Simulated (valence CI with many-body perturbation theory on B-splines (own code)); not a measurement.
Results of a calculation; reference values are marked as such.
## Run record, Sr24+

The program does CI of the valence electrons with many-body perturbation theory for a frozen closed Dirac-Fock core.

Command, and the settings that its task file holds:

```sh
python run_cv.py task.json out
```

```
atom Sr  Z=38  mass_number=88  rms_radius_fm=4.2240
core [Ne]
valence 3s2 3p3
avg = 1
basis = S
breit = 1
cap = 10000
capref = 1200
cscale = 1
de = 0.0
dress = 0
eps = 2e-08
h = 0.27
hh = 1
l2 = 3
lcore = 6
maxit = 60
n2 = 5
natural = 1
nlev = 21
nno = [3, 3, 3, 2, 1]
nroot = 26
nsp = [3, 3, 2, 1, 0]
pt2 = 1
qed = 1
rpa = 1
s1 = 1
s2 = 1
s3 = 1
screen = 1
tol = 2e-05
```

(1) What became of the run, and why?

Results:

(1) It gave no result: the electrons of core and valence do not add up to the charge. The program said: "core and valence hold 15 electrons, the ion has 14".
